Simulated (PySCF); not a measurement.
Saddle point of BH4SBr, closed shell (BH₃S ([BH2][SH]) + HBr → BH₂Br ([BH2][Br]) + H₂S (still joined by a long B–S bond); bonds formed: B1–Br6, S2–H5; bonds broken: H5–Br6; bonds weakened to dative contacts: B1–S2), PBE0-D4/def2-TZVP structure:

```
7
angstrom
B -0.5895 -0.3321 -0.3902
S 1.2463 0.0687 -0.6989
H -0.7971 -1.4984 -0.4961
H -1.3834 0.5031 -0.6788
H 0.8320 -0.0045 1.0080
Br -0.4625 -0.1465 1.9536
H 1.1541 1.4096 -0.6975
```

Energies are electronic, without zero-point energy. Barriers and step energies count from the start structure reached by relaxing down the imaginary mode; all methods use the PBE0-D4 structures, on which another method's saddle can fall below an end. PySCF 2.14 with density fitting (its default auxiliary sets; JK sets also for MP2 and CCSD(T)); basis: def2-TZVPP, with def2-QZVPP for the basis limit; cores frozen in the correlated methods. Filled d shells of the heavier atoms are correlated. The def2 sets are not built for correlating such inner shells, so the correlated values are less sure here. B3LYP uses VWN-RPA correlation. Extrapolation: Hartree–Fock as exp(−7.88 √X), correlation as X^−2.97.

```tsv
method	barrier (kcal/mol)	step energy (kcal/mol)
SPW92	?	-13.61
PBE-D4	?	-8.25
r2SCAN-D4	9.42	-7.67
PBE0-D4	9.99	-8.56
B3LYP-D4	14.40	-4.39
BHLYP-D4	18.17	-4.66
wB97M-V	?	-6.51
HF	30.22	1.42
MP2	12.89	-7.21
CCSD	18.33	-4.46
CCSD(T)	15.64	-5.27
```

(1) Fill in the withheld barriers. (An estimate is asked for; the value comes from the calculation.)

T1 diagnostic: at most 0.011.

Results:

(1) By the calculation: PBE-D4 6.94; SPW92 0.27; wB97M-V 14.52 kcal/mol. Each is the energy of the saddle less that of the start structure, by the same method.

For comparison, the barrier by CCSD(T) at an estimated basis limit (MP2 extrapolated from triple and quadruple zeta, plus CCSD(T) − MP2 in triple zeta) is 14.20 kcal/mol.

Labels in which every atom is bracketed show which atoms are joined, not bond orders.

For scale, one of the runs: CCSD(T)/def2-TZVPP, 177 basis functions, launched by `OMP_NUM_THREADS=4 python run.py`. Time: 6.3 min of wall clock on 4 CPU threads of an Arm Neoverse V1; the host was shared. Peak host memory: 1.9 GiB.
